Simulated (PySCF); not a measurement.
Record of a relaxation.

Compound: Cl3ISi.
Bonds: Cl1–Si2, Si2–Cl3, Si2–Cl4, Si2–I5.

Computed by this run: PySCF, PBE0-D3(BJ)/def2-SVP geometry optimisation, gas phase, def2 core potentials past Kr; density fitting, grid level 1; the optimiser is geomeTRIC in internal coordinates, started from a GFN2-xTB structure with every atom displaced at random (about 0.01 Å). The frame can shift and turn from step to step; on so coarse a grid that alone can change the energy by a few meV, and forces under 0.02 eV/Å are noise.

Step 0: E = -53522.2771 eV, largest atomic force 1.615 eV/Å
```
atom  x, y, z in Å  |  force x, y, z in eV/Å
Cl1    -0.582   -0.856    1.770   -0.289  -0.173   0.441
Si2    -0.116    0.009    0.010    1.598   0.034   0.231
Cl3    -0.538    1.977    0.027   -0.254   0.553   0.069
Cl4    -1.039   -0.887   -1.504   -0.714  -0.500  -0.811
I5      2.309   -0.277   -0.341   -0.341   0.087   0.069
```

Step 1: E = -53522.3457 eV, largest atomic force 0.456 eV/Å
```
atom  x, y, z in Å  |  force x, y, z in eV/Å
Cl1    -0.978   -1.051    1.510    0.095   0.017  -0.106
Si2    -0.467   -0.112   -0.235   -0.304   0.095  -0.200
Cl3    -1.145    1.825   -0.150    0.065  -0.223  -0.022
Cl4    -1.427   -1.058   -1.796    0.271   0.180   0.319
I5      1.933   -0.096   -0.559   -0.128  -0.069   0.009
```

Step 2: E = -53522.3539 eV, largest atomic force 0.255 eV/Å
```
atom  x, y, z in Å  |  force x, y, z in eV/Å
Cl1    -0.964   -1.055    1.505    0.032   0.008  -0.019
Si2    -0.473   -0.102   -0.234   -0.230   0.035  -0.105
Cl3    -1.154    1.827   -0.152    0.019  -0.110   0.000
Cl4    -1.407   -1.054   -1.789    0.097   0.086   0.134
I5      1.913   -0.108   -0.560    0.083  -0.020  -0.010
```

Step 3: E = -53522.3553 eV, largest atomic force 0.027 eV/Å
```
atom  x, y, z in Å  |  force x, y, z in eV/Å
Cl1    -0.953   -1.057    1.502    0.007  -0.003   0.019
Si2    -0.479   -0.096   -0.234    0.007  -0.004  -0.025
Cl3    -1.167    1.823   -0.150    0.001  -0.007   0.009
Cl4    -1.400   -1.050   -1.785   -0.006   0.004  -0.007
I5      1.915   -0.112   -0.564   -0.009   0.011   0.004
```

Step 4: E = -53522.3554 eV, largest atomic force under 0.02 eV/Å
```
atom  x, y, z in Å  |  force x, y, z in eV/Å
Cl1    -0.948   -1.058    1.503    0.004  -0.006   0.008
Si2    -0.480   -0.098   -0.235    0.006  -0.004  -0.008
Cl3    -1.169    1.820   -0.147   -0.006   0.004   0.005
Cl4    -1.402   -1.049   -1.786   -0.005   0.000  -0.003
I5      1.914   -0.107   -0.565    0.000   0.006  -0.002
```

Problem. Summarise the path.

Solution. The energy falls by 1.81 kcal/mol from step 0 to step 4; nine tenths of that is first reached at step 2. It falls at every step. The largest force goes from 1.615 to under 0.02 eV/Å. Among the bonds Si2–Cl4 changes most, from 1.987 to 2.040 Å; the atoms move by 0.037 Å rms after alignment.

The cost below is that of the whole optimisation. The run took 25 s of wall time on an Arm Neoverse V1 with one thread, no GPU, shared host, and the process peaked at 0.43 GiB of memory.
